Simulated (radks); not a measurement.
Coulomb parameter of the 3d shell of the cobalt ion Co+ in the model configuration [Ar] 3d7 4s1, as a second difference U = [E(n + 0.25) + E(n - 0.25) - 2 E(n)] / (0.25)^2 with all orbitals relaxed. "Bare": the charge of the atom changes with n. "Screened": the 4s shell takes up the change at fixed total charge, which measures U(3d,3d) + U(4s,4s) - 2 U(3d,4s). Calculated with a radial shooting solver on a logarithmic mesh with Libxc functionals: scalar-relativistic Kohn-Sham, SCAN, spin-unpolarised, spherical densities, finite nucleus; meta-GGA in the generalised Kohn-Sham scheme; Fermi nuclear charge, rms radius 3.7875 fm.

case,configuration,E - E(n) (eV)
start,[Ar] 3d7 4s1,0.000
bare +0.25,[Ar] 3d7.25 4s1,-3.810
bare -0.25,[Ar] 3d6.75 4s1,4.740
screened +0.25,[Ar] 3d7.25 4s0.75,-0.982
screened -0.25,[Ar] 3d6.75 4s1.25,1.166

U(bare) = 14.894 eV, U(screened by 4s) = 2.935 eV, against the Slater integral F0(3d,3d) = 24.417 eV with frozen orbitals.
